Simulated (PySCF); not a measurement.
A structure optimised at B3LYP-D3(BJ)/def2-SVP, used in a PySCF frequency run:

```
Mo
N 1 1.7147
H 2 1.0217 1 153.77
S 1 2.1125 2 107.65 3 0.00
Cl 1 2.2791 2 107.92 3 -118.01
Cl 1 2.2791 2 107.92 3 118.01
```

Task: Write its SMILES, formula and point group.

Result: [NH]=[Mo](=[S])([Cl])[Cl], Cl2HMoNS, Cs

Task: What are its rotational constants (standard atomic weights)?

Result: 1.7385, 1.4585, 1.0892 GHz
